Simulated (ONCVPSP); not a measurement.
## Scattering properties, ONCV potential for cobalt

- Element: cobalt (Co)
- Generator: ONCVPSP 4.0.1
- Type: optimised norm-conserving Vanderbilt (ONCV)
- Functional: PBE
- Relativity: fully relativistic
- Frozen core: [Ar]
- Valence charge: 9
- Reference configuration: 3d7 4s1.75 (charge +0.25)
- Partial waves: 4s: rc 2.05 bohr, ncon 3, nbas 7, qcut 3.6 1/bohr, 2 projectors, debl 3.3 Ha; p scattering state at 0.05 Ha: rc 1.80 bohr, ncon 4, nbas 7, qcut 5.3 1/bohr, 2 projectors, debl 3.3 Ha; 3d: rc 1.40 bohr, ncon 3, nbas 7, qcut 13.6 1/bohr, 2 projectors, debl 3.4 Ha
- Local potential: polynomial inside 1.10 bohr (lpopt 5, dvloc0 -1 Ha)
- Core correction: Teter function, fcfact 3.25, rcfact 1.35

Open shells are filled in proportion to 2j + 1.

The phase is arctan(r·R′/R) of the radial function R(r), unwrapped; energies in Ha, scanned from -2 to 5 Ha. A pole is an energy at which the radial function vanishes at the test radius. The pseudo phase is shifted by a multiple of π to meet the all-electron one at the reference energy, and phase errors are pseudo minus all-electron; the curves can meet again beyond the range given. Levels narrower than the energy grid can be missing from the lists of poles.

Problem. For each channel, where are the poles, and over which energies does the pseudopotential scatter like the atom?

Solution.

| channel | radius (bohr) | reference energy (Ha) | poles, all-electron | poles, pseudo | unbroken range about the reference energy with phases within 0.05 rad | phase error 1 Ha above the reference energy (rad) |
| --- | --- | --- | --- | --- | --- | --- |
| s | 2.08 | -0.26 | 1.75 | -1.15, 1.75 | -1.1 to 4.2 | -0.001 |
| p3/2 | 1.82 | 0.05 | 3.76 | -1.39, 3.76 | above -1.0 | +0.005 |
| p1/2 | 1.82 | 0.05 | 3.70 | -1.32, 3.70 | above -0.9 | +0.005 |
| d5/2 | 1.42 | -0.37 | 0.34 | 0.35 | the whole range | +0.000 |
| d3/2 | 1.42 | -0.38 | 0.33 | 0.33 | the whole range | +0.000 |

Note: ghosts flagged at negative energy: s at -31.5 eV, p3/2 at -39.1 eV, p1/2 at -37.2 eV; no localised positive-energy state flagged. A true bound ghost makes a file unfit for plane-wave use.

Phases in the d3/2 channel:

```
E (Ha)  all-electron  pseudo
 -1.98         0.939   0.939
 -1.62         0.768   0.768
 -1.26         0.430   0.430
 -0.90        -0.239  -0.239
 -0.54        -0.942  -0.942
 -0.18        -1.315  -1.315
  0.18        -1.512  -1.512
  0.54        -1.640  -1.640
  0.90        -1.741  -1.741
  1.26        -1.838  -1.838
  1.62        -1.944  -1.944
  1.98        -2.080  -2.079
  2.34        -2.273  -2.273
  2.70        -2.572  -2.572
  3.06        -3.017  -3.017
  3.42        -3.510  -3.510
  3.78        -3.882  -3.882
  4.14        -4.116  -4.115
  4.50        -4.265  -4.264
  4.86        -4.365  -4.364
```
